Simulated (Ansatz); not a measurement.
Ansatz (a first-principles code) input for Ga(F)2(OSiH3) (F2GaH3OSi), SMILES [F][Ga]([F])[O][SiH3], PBE-D3(BJ)/def2-SVP. 

Ansatz 0.2 input:
```yaml
crystal:
  periodic: [false, false, false]
  atoms:
    - {symbol: Ga, position_ang: [-0.01423031, 0.73009153, 0.00000000]}
    - {symbol: F, position_ang: [-1.12829025, 2.06247369, -0.00000000]}
    - {symbol: F, position_ang: [1.68844609, 1.09754786, -0.00000000]}
    - {symbol: O, position_ang: [-0.60257544, -0.92191348, 0.00000000]}
    - {symbol: Si, position_ang: [-0.01602334, -2.48761795, -0.00000000]}
    - {symbol: H, position_ang: [0.81458824, -2.73191948, -1.21433181]}
    - {symbol: H, position_ang: [-1.18450938, -3.40723326, 0.00000000]}
    - {symbol: H, position_ang: [0.81458823, -2.73191949, 1.21433182]}
basis:
  gaussian:
    orbitals: def2-SVP
hamiltonian:
  xc: pbe
  dispersion: d3bj
relax: {f_tol: 0.002, max_steps: 200}
```

Program output:

```
WARN ansatz: RAYON_NUM_THREADS=1 ignored (pool sized by the plan → 1); use --threads N
Functional definition: PBE
integrals: 0.05 GiB planned
1164 factors; their error is unknown
mean field: 0.28 GiB planned
mean field evaluation 1: about -67743.7432 eV, gradient 8.0e1 eV
mean field evaluation 2: about -67680.0537 eV, gradient 1.9e2 eV
mean field evaluation 4: about -67753.6765 eV, gradient 2.0e1 eV
mean field evaluation 8: about -67754.3606 eV, gradient 1.0e-1 eV
mean field evaluation 16: about -67754.2845 eV, gradient 2.4e-4 eV
mean field -67754.28448512 eV, -2489.9240293247 hartree, gradient 3.9e-5 eV, S^2 0.000000; 0 other end points of the search recorded, 0 dependent functions left out
the calculation of the forces begins
reference -67754.28452943 eV, -2489.9240309530 hartree; 37, 37 occupied and 70, 70 virtual orbitals, 1164 factors
relax step   1: F+E_penalty+E_count = -67754.41583256 eV  Δ(F+E_penalty+E_count) = +0.000e0 eV  max|allowed force component| = 3.621e-1 eV/Å  Δτ_max = 0.0000 Å  (30 SCF iters, accepted)
these checks for a lower state are left out or cut short: starts, cluster_reference, orbital_swaps, neighbouring_geometries, increment
integrals: 0.05 GiB planned
1164 factors; their error is unknown
mean field: 0.28 GiB planned
mean field -67754.29683154 eV, -2489.9244830471 hartree, gradient 1.3e-5 eV, S^2 0.000000; 0 other end points of the search recorded, 0 dependent functions left out
the calculation of the forces begins
reference -67754.29687585 eV, -2489.9244846757 hartree; 37, 37 occupied and 70, 70 virtual orbitals, 1164 factors
relax step   2: F+E_penalty+E_count = -67754.42776867 eV  Δ(F+E_penalty+E_count) = -1.194e-2 eV  max|allowed force component| = 2.132e-1 eV/Å  Δτ_max = 0.0130 Å  (31 SCF iters, accepted)
these checks for a lower state are left out or cut short: starts, cluster_reference, orbital_swaps, neighbouring_geometries, increment
integrals: 0.05 GiB planned
1164 factors; their error is unknown
mean field: 0.28 GiB planned
mean field evaluation 32: about -67754.3005 eV, gradient 2.0e-4 eV
mean field -67754.30054908 eV, -2489.9246196643 hartree, gradient 1.5e-5 eV, S^2 0.000000; 0 other end points of the search recorded, 0 dependent functions left out
the calculation of the forces begins
reference -67754.30059337 eV, -2489.9246212919 hartree; 37, 37 occupied and 70, 70 virtual orbitals, 1164 factors
relax step   3: F+E_penalty+E_count = -67754.43129990 eV  Δ(F+E_penalty+E_count) = -3.531e-3 eV  max|allowed force component| = 8.634e-2 eV/Å  Δτ_max = 0.0143 Å  (30 SCF iters, accepted)
these checks for a lower state are left out or cut short: starts, cluster_reference, orbital_swaps, neighbouring_geometries, increment
integrals: 0.05 GiB planned
1164 factors; their error is unknown
mean field: 0.28 GiB planned
mean field -67754.30133950 eV, -2489.9246487118 hartree, gradient 1.4e-5 eV, S^2 0.000000; 0 other end points of the search recorded, 0 dependent functions left out
the calculation of the forces begins
reference -67754.30138377 eV, -2489.9246503385 hartree; 37, 37 occupied and 70, 70 virtual orbitals, 1164 factors
relax step   4: F+E_penalty+E_count = -67754.43222661 eV  Δ(F+E_penalty+E_count) = -9.267e-4 eV  max|allowed force component| = 4.134e-2 eV/Å  Δτ_max = 0.0128 Å  (31 SCF iters, accepted)
these checks for a lower state are left out or cut short: starts, cluster_reference, orbital_swaps, neighbouring_geometries, increment
integrals: 0.05 GiB planned
1164 factors; their error is unknown
mean field: 0.28 GiB planned
mean field -67754.30199352 eV, -2489.9246727464 hartree, gradient 1.5e-5 eV, S^2 0.000000; 0 other end points of the search recorded, 0 dependent functions left out
the calculation of the forces begins
reference -67754.30203777 eV, -2489.9246743726 hartree; 37, 37 occupied and 70, 70 virtual orbitals, 1164 factors
relax step   5: F+E_penalty+E_count = -67754.43342116 eV  Δ(F+E_penalty+E_count) = -1.195e-3 eV  max|allowed force component| = 5.150e-2 eV/Å  Δτ_max = 0.0392 Å  (30 SCF iters, accepted)
these checks for a lower state are left out or cut short: starts, cluster_reference, orbital_swaps, neighbouring_geometries, increment
integrals: 0.05 GiB planned
1164 factors; their error is unknown
mean field: 0.28 GiB planned
mean field -67754.30225246 eV, -2489.9246822624 hartree, gradient 1.4e-5 eV, S^2 0.000000; 0 other end points of the search recorded, 0 dependent functions left out
the calculation of the forces begins
reference -67754.30229666 eV, -2489.9246838868 hartree; 37, 37 occupied and 70, 70 virtual orbitals, 1164 factors
relax step   6: F+E_penalty+E_count = -67754.43440636 eV  Δ(F+E_penalty+E_count) = -9.852e-4 eV  max|allowed force component| = 4.770e-2 eV/Å  Δτ_max = 0.0472 Å  (30 SCF iters, accepted)
these checks for a lower state are left out or cut short: starts, cluster_reference, orbital_swaps, neighbouring_geometries, increment
integrals: 0.05 GiB planned
1164 factors; their error is unknown
mean field: 0.28 GiB planned
mean field evaluation 64: about -67754.3025 eV, gradient 1.9e-4 eV
mean field -67754.30245792 eV, -2489.9246898129 hartree, gradient 1.4e-5 eV, S^2 0.000000; 0 other end points of the search recorded, 0 dependent functions left out
the calculation of the forces begins
reference -67754.30250212 eV, -2489.9246914373 hartree; 37, 37 occupied and 70, 70 virtual orbitals, 1164 factors
relax step   7: F+E_penalty+E_count = -67754.43463605 eV  Δ(F+E_penalty+E_count) = -2.297e-4 eV  max|allowed force component| = 4.403e-2 eV/Å  Δτ_max = 0.0114 Å  (31 SCF iters, accepted)
these checks for a lower state are left out or cut short: starts, cluster_reference, orbital_swaps, neighbouring_geometries, increment
integrals: 0.05 GiB planned
1164 factors; their error is unknown
mean field: 0.28 GiB planned
mean field -67754.30270255 eV, -2489.9246988027 hartree, gradient 1.4e-5 eV, S^2 0.000000; 0 other end points of the search recorded, 0 dependent functions left out
the calculation of the forces begins
reference -67754.30274677 eV, -2489.9247004280 hartree; 37, 37 occupied and 70, 70 virtual orbitals, 1164 factors
relax step   8: F+E_penalty+E_count = -67754.43490581 eV  Δ(F+E_penalty+E_count) = -2.698e-4 eV  max|allowed force component| = 1.194e-2 eV/Å  Δτ_max = 0.0049 Å  (32 SCF iters, accepted)
these checks for a lower state are left out or cut short: starts, cluster_reference, orbital_swaps, neighbouring_geometries, increment
integrals: 0.05 GiB planned
1164 factors; their error is unknown
mean field: 0.28 GiB planned
mean field -67754.30264174 eV, -2489.9246965681 hartree, gradient 2.0e-5 eV, S^2 0.000000; 0 other end points of the search recorded, 0 dependent functions left out
the calculation of the forces begins
reference -67754.30268596 eV, -2489.9246981933 hartree; 37, 37 occupied and 70, 70 virtual orbitals, 1164 factors
relax step   9: F+E_penalty+E_count = -67754.43492952 eV  Δ(F+E_penalty+E_count) = -2.371e-5 eV  max|allowed force component| = 1.757e-3 eV/Å  Δτ_max = 0.0055 Å  (24 SCF iters, accepted)
these checks for a lower state are left out or cut short: starts, cluster_reference, orbital_swaps, neighbouring_geometries, increment
integrals: 0.05 GiB planned
1164 factors; their error is unknown
mean field: 0.28 GiB planned
mean field -67754.30259272 eV, -2489.9246947668 hartree, gradient 1.2e-5 eV, S^2 0.000000; 0 other end points of the search recorded, 0 dependent functions left out
the calculation of the forces begins
reference -67754.30263695 eV, -2489.9246963920 hartree; 37, 37 occupied and 70, 70 virtual orbitals, 1164 factors
relax step  10: F+E_penalty+E_count = -67754.43493325 eV  Δ(F+E_penalty+E_count) = -3.729e-6 eV  max|allowed force component| = 1.298e-3 eV/Å  Δτ_max = 0.0038 Å  (23 SCF iters, accepted)
integrals: 0.05 GiB planned
1164 factors; their error is unknown
mean field: 0.28 GiB planned
mean field evaluation 96: about -67754.3587 eV, gradient 2.6e0 eV
mean field -67754.30259272 eV, -2489.9246947668 hartree, gradient 1.1e-5 eV, S^2 0.000000; 1 other end points of the search recorded, 0 dependent functions left out
the calculation of the forces begins
reference -67754.30263695 eV, -2489.9246963920 hartree; 37, 37 occupied and 70, 70 virtual orbitals, 1164 factors
Total energy: -67754.43497747 eV, -2489.9295598167 hartree
Atom 0 at    -0.031816     0.707396    -0.000000 Å, force     0.000710    -0.001248     0.000000 eV/Å
Atom 1 at    -1.091065     2.098845     0.000000 Å, force    -0.000732     0.000993    -0.000000 eV/Å
Atom 2 at     1.700371     0.989101     0.000000 Å, force    -0.000324    -0.000239     0.000000 eV/Å
Atom 3 at    -0.712479    -0.927524    -0.000000 Å, force     0.000037     0.001162    -0.000000 eV/Å
Atom 4 at    -0.016032    -2.466741    -0.000000 Å, force     0.000273    -0.001298     0.000000 eV/Å
Atom 5 at     0.834401    -2.669073    -1.224871 Å, force    -0.000128     0.000150    -0.000245 eV/Å
Atom 6 at    -1.145787    -3.453422     0.000000 Å, force     0.000293     0.000332     0.000000 eV/Å
Atom 7 at     0.834401    -2.669073     1.224871 Å, force    -0.000128     0.000150     0.000245 eV/Å
Dipole moment:     0.016545    -0.306691     0.000000 e Å
```

The calculation finished and met its thresholds.
